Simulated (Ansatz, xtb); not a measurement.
## Isomers of C6H6BF in order of energy

4 gas-phase structures of C6H6BF, from a drawn sample of its isomers (lower ones may exist). Each was relaxed with GFN2-xTB:

A. `FBc1ccccc1`, a singlet
B. `C=C1C=CC(BF)=C1`, a singlet
C. `Bc1ccc(F)cc1`, a singlet
D. `Bc1ccccc1F`, a singlet

Question: Which do you expect lowest at r2SCAN-D4/def2-SVP, and how would the others follow?

Answer: Calculated order at r2SCAN-D4/def2-SVP: A (0.0), B (35.6), D (50.3), C (50.6) kcal/mol. Less than 1 kcal/mol parts D and C, so the order within that pair means little.

Energies above the lowest of each column, in kcal/mol; the last columns are at PBE0-D3(BJ)/def2-SVP geometries and were run for some of them only (a dash: not run or not comparable):

| structure | GFN2-xTB | HF/STO-3G | r2SCAN-D4/def2-SVP | PBE0-D3(BJ)/def2-SVP | CCSD(T)/def2-SVP + ΔMP2/def2-TZVPP |
| --- | --- | --- | --- | --- | --- |
| A | 0.0 | 0.0 | 0.0 | 0.0 | 0.0 |
| B | 30.4 | 42.9 | 35.6 | 35.4 | 31.3 |
| D | 32.2 | 43.2 | 50.3 | 50.0 | 52.0 |
| C | 32.3 | 43.7 | 50.6 | – | – |

Every level run on A puts it lowest or level with the lowest. Flexible structures stand in one conformer each, not always the lowest. Frequencies (GFN2-xTB) were run for A, B, D alone. ΔMP2 is the change of the MP2 energy from the smaller to the larger basis.

Over these structures GFN2-xTB departs from r2SCAN-D4/def2-SVP by 7.8 kcal/mol on average once a common shift is removed. A GFN2-xTB relaxation took about 0.064 s and the r2SCAN-D4/def2-SVP energy about 2 s on a shared host (Ansatz 0.2.0, xtb 6.7.1).
